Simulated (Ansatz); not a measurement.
Molecule: C₂H₉N₂Si, charge 0, multiplicity 2. It need not be the lowest isomer of its formula. SMILES: C[Si]([CH2])(N)N
Geometry from a B3LYP-D3(BJ)/def2-TZVP (Ansatz, an electronic-structure program) optimisation:
```xyz
14

Si     0.0300    -0.0007     0.0090
C      1.5887    -0.7887    -0.5968
C     -1.1572     0.1569    -1.4324
N     -0.8407    -0.8751     1.2201
N      0.5236     1.4540     0.7849
H      2.5360    -0.7081    -0.0724
H      1.6170    -1.4492    -1.4579
H     -2.0807     0.6530    -1.1261
H     -1.4217    -0.8211    -1.8441
H     -0.7107     0.7427    -2.2387
H     -1.4819    -1.6059     0.9534
H     -0.3945    -1.0886     2.0993
H     -0.1448     2.0281     1.2740
H      1.2924     1.9974     0.4275
```
Charge 0, spin multiplicity 2.

Parts of the frozen-core correlation energy in STO-3G (Ansatz, hartree). Frozen orbitals: 9; correlated occupied orbitals by spin: 16 and 15; virtual: 13 and 14. Open shells are spin-unrestricted. No spin-orbit coupling. Non-relativistic.

```csv
term,value
reference (HF),-473.14549
MP2 opposite-spin,-0.18115
MP2 same-spin,-0.02320
CCSD correlation,-0.27058
(T),-0.00266
T1 diagnostic,0.008
largest doubles amplitude,0.031
<S^2> of the reference,0.766
```
